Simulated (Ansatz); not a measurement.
Computed with Ansatz on PBE0-D4/def2-TZVP structures; ΔE is electronic, products minus reactants. CCSD(T)/CBS is the MP2 limit (def2-TZVPP, def2-QZVPP) plus CCSD(T) − MP2 in def2-TZVPP, frozen cores. Functionals use def2-TZVPP. For Sc, Zn outer-core shells are correlated without core-valence functions, which leaves a few kJ/mol of doubt a bond. Scalar relativity is left out up to krypton. One conformer a species, not always the lowest.

`F[CH]([SiH3])[ZnH]` + `[OH][Sc]([F])[Cl]` → `[F][Sc]([Cl])[O][SiH3]` + `F[CH2][ZnH]`  (ligand exchange at the Si–C bond)

`F[CH]([SiH3])[ZnH]`:

Cartesian coordinates in Å:
```
F -0.400 -1.512 -1.173
C -0.302 -0.177 -0.712
Si -0.579 -0.111 1.144
Zn 1.454 0.535 -1.275
H -1.097 0.395 -1.209
H 0.500 -0.841 1.863
H -0.515 1.329 1.526
H -1.892 -0.675 1.562
H 2.831 1.057 -1.725
```

`[OH][Sc]([F])[Cl]`:

```xyz
5

O     0.686    0.788    0.823
Sc   -0.200   -0.297   -0.366
F     0.626   -0.725   -1.948
Cl   -2.310   -1.120    0.097
H     1.198    1.354    1.394
```

`[F][Sc]([Cl])[O][SiH3]`:

```xyz
8

F     0.241   -0.730   -3.138
Sc    0.820    0.267   -1.714
Cl    2.504    1.824   -1.942
O     0.003   -0.015   -0.064
Si   -0.724   -0.275    1.381
H    -2.193   -0.408    1.191
H    -0.455    0.863    2.299
H    -0.196   -1.526    1.987
```

`F[CH2][ZnH]`:

Cartesian coordinates in Å:
```
F 1.035 0.871 -1.051
C -0.100 0.641 -0.259
Zn 0.031 -1.151 0.553
H -0.978 0.751 -0.905
H -0.146 1.443 0.486
H 0.158 -2.556 1.175
```

```
          level  ΔE (kJ/mol)  difference from CCSD(T)/CBS
    LDA (SPW92)        -94.7                         22.7
         PBE-D4        -98.6                         18.8
      revPBE-D4        -98.0                         19.4
        BLYP-D4       -109.4                          8.0
     r2SCAN0-D4       -114.4                          3.0
           PBE0       -107.3                         10.1
      CAM-B3LYP       -119.2                         -1.8
   MP2/def2-SVP       -116.0                          1.4
CCSD/def2-TZVPP       -120.2                         -2.8
  MP2/CBS(def2)       -119.4                         -2.0
    CCSD(T)/CBS       -117.4                            0
```

Largest T1 diagnostic among the species: 0.016.

Leaving LDA and LC-ωPBE aside and taking each functional with its dispersion term where it has one, the values, not all of them listed here, spread over 25.8 kJ/mol, from BHLYP-D4 to revPBE-D4. LDA lies +6.0 kJ/mol from PBE without D4. At CCSD(T), def2-SVP lies +3.7 kJ/mol from the extrapolated value and def2-TZVPP +0.7 kJ/mol.
